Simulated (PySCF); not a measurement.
**Working out the ionisation energy of C+**

C+ [He] 2s2 2p1 (2P) → C(2+) [He] 2s2 (1S). Computed with PySCF 2.14 in aug-cc-pVDZ, with no relativity, point nucleus. Frozen: 1s2. Energies in hartree (1 hartree = 27.21139 eV):

```
            part  C+ (lower)  C(2+) (upper)
             UHF  -37.290253     -36.401652
CCSD correlation   -0.067257      -0.072007
             (T)   -0.000686       0.000000
```

Task: What does Hartree-Fock give?

Result: (-36.401652) − (-37.290253) = 0.888601 hartree = 24.180 eV.

Task: What do CCSD and CCSD(T) give?

Result: The CCSD correlation energies differ by -0.004750 hartree = -0.129 eV and the triples by 0.000686 hartree = 0.019 eV, so CCSD gives 24.051 eV and CCSD(T) 24.070 eV.

Measured between the centres of the two terms (NIST): 24.378 eV, so CCSD(T) (valence) is off by -0.308 eV.

A double-zeta basis recovers only part of the correlation energy.

The coupled-cluster amplitudes are large, so a single reference is strained.

What remains against the reference includes basis incompleteness, the frozen core and higher excitations.
